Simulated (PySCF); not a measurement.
C8H9F.
Cartesian coordinates in Å at the PBE0-D3(BJ)/def2-SVP level; atoms count from 1:
```
atom  x, y, z in Å
C1    -0.9318    1.9755   -0.1278
C2    -0.0489    0.7614   -0.0988
C3     1.2940    0.8411   -0.4770
C4     2.1232   -0.2793   -0.4559
C5     1.6106   -1.5081   -0.0505
C6     0.2736   -1.6069    0.3309
C7    -0.5564   -0.4865    0.3098
C8    -1.9956   -0.6067    0.7220
F9    -2.3134   -1.8817    1.1035
H10   -0.3773    2.8626   -0.4623
H11   -1.7882    1.8412   -0.8095
H12   -1.3509    2.2000    0.8671
H13    1.6964    1.8069   -0.7948
H14    3.1697   -0.1886   -0.7562
H15    2.2502   -2.3935   -0.0298
H16   -0.1442   -2.5622    0.6517
H17   -2.2146    0.0725    1.5659
H18   -2.6623   -0.3175   -0.1110
```

Level: B3LYP/def2-SVPD in PySCF, non-relativistic, on one gas-phase PBE0-D3(BJ)/def2-SVP geometry that isn't relaxed in the solvent. The solvent is an IEF-PCM continuum (Bondi radii, 1.10 Å for H, scaled by 1.2), and excitations are vertical TDDFT with non-equilibrium linear response and a frozen core. The model holds no explicit solvent molecules, cavitation or dispersion.

```
run  E − E(gas) (kcal/mol)  HOMO (eV)  HOMO–LUMO gap (eV)  dipole (D)  lowest singlet (eV)  static polarisability (au)
gas                   0.00      -6.82                6.33        1.87                 5.28                        94.1
  P                  -2.85      -6.76                6.33        2.34                 5.28                       119.4
  Q                  -4.00      -6.76                6.33        2.54                 5.28                       131.3
```

Q: The runs were made in chloroform and methanol. Which run belongs to which solvent?

A: P = chloroform, Q = methanol. The dielectric constants are 4.711 (chloroform), 32.61 (methanol), and the energy falls further as ε rises. The optical constants n² used for the excitations are 2.09, 1.77 in the same order. In this model the ground state sees the solvent through ε alone.

Q: How constant is the ratio of the lowering to (ε − 1)/(2ε + 1)?

A: 
```tsv
solvent	(ε − 1)/(2ε + 1)	E − E(gas) (kcal/mol)	ratio (kcal/mol)	polarisation term (kcal/mol)
chloroform	0.356	-2.85	-8.0	-3.18
methanol	0.477	-4.00	-8.4	-4.68
```

The ratio changes by +4.8 % in size from chloroform to methanol. The polarisation term is half the interaction of the solute with the induced surface charges.

The run took about 80 s of CPU time (one thread, shared machine). This is the whole response run at B3LYP/def2-SVPD in methanol, SCF included.
